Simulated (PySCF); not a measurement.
Radial density of Mn³⁺ (manganese, charge +3)

UHF, [Ar] 3d4, high-spin 5D determinant. Computed with PySCF 2.14 in 6-31G*, with the non-relativistic Hamiltonian (point nucleus).

```
r (bohr)  4πr²ρ (e/bohr)  4πr²(ρα − ρβ)
 0.00113          0.1583         0.0000
 0.00191          0.4373         0.0000
 0.00321           1.167         0.0000
 0.00540           2.945         0.0000
 0.00908           6.953         0.0001
  0.0153           14.43         0.0001
  0.0257           24.49         0.0003
  0.0432           29.86         0.0008
  0.0727           24.92         0.0039
   0.122           25.33         0.0330
   0.206           32.92         0.3051
   0.346           17.06         1.4333
   0.582           13.00         3.5384
   0.979           11.56         3.3062
    1.65           1.991         0.9196
    2.77         0.09662         0.0864
    4.66       0.0001214         0.0001
    7.83       0.0001016         0.0000
```
